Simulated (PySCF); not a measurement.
Input of a run (PBE0-D3(BJ)/def2-SVP geometry optimisation, gas phase (PySCF 2.14.0)), started from GFN2-xTB:
```
{"job": {"xc": "PBE0", "basis": "def2-SVP", "d3": "d3bj", "grid": 2, "kind": "geom"}, "charge": 0, "multiplicity": 1}
C      2.030349    -0.490239     0.222923
S      1.688463     1.284374     0.367380
C     -0.048873     1.289679    -0.016766
C     -0.729903     0.231233    -0.367543
C     -1.404134    -0.842098    -0.679998
C     -2.014080    -1.651807     0.304442
N     -2.492652    -2.326188     1.096792
C     -0.666752     2.559418     0.056357
N     -1.163934     3.588692     0.106203
H      1.851413    -0.817292    -0.797715
H      1.406645    -1.043442     0.920166
H      3.077840    -0.617876     0.476762
H     -1.538772    -1.163968    -1.706731
```

Output (energies in Eh, forces in Eh/bohr):
```
step   0  E = -737.71980788  max force = 0.033792
step   1  E = -737.72229198  max force = 0.002051
step   2  E = -737.72231554  max force = 0.000699
step   3  E = -737.72231972  max force = 0.000505
step   4  E = -737.72232200  max force = 0.000194
optimisation converged
```

Problem. Summarise the run.

Solution. The energy falls by 1.6 kcal/mol over 5 energy and gradient evaluations, the largest force component goes from 0.0338 to 1.9e-04 Eh/bohr, and the atoms move by 0.044 Å rms after alignment. Among the bonds, C5–C6 and C3–C8 change most and about equally (+0.017 to +0.018 Å). Bonds longer at the end by more than 0.005 Å: 10 of 12; shorter: 2. The energy never rose by more than 1e-6 Eh on the way. The first step brought 99 % of the lowering.

Problem. What are the final bond lengths?

Solution. C1–S2 1.798 Å, S2–C3 1.769 Å, C3=C4 1.318 Å, C4=C5 1.315 Å, C5–C6 1.431 Å, C6≡N7 1.159 Å, C3–C8 1.432 Å, C8≡N9 1.159 Å, C1–H10 1.099 Å, C1–H11 1.100 Å, C1–H12 1.098 Å, C5–H13 1.099 Å. Numbering counts from 1 in the input's order; the species is `CSC(=C=CC#N)C#N`.

The run used 150 basis functions and 41 SCF cycles in all. On Arm Neoverse N1, one thread, no GPU, shared host, this took 76 s and 0.73 GiB of memory at its peak.

No PBE0-D3(BJ)/def2-SVP frequencies stand behind this structure, so it isn't proved a minimum. One conformer, not necessarily the lowest.

Shape of the structure used: `[CH3:1][S:2][C:3](=[C:4]=[CH:5][C:6]#[N:7])[C:8]#[N:9]`: C1–S2–C3–C4 -3°.
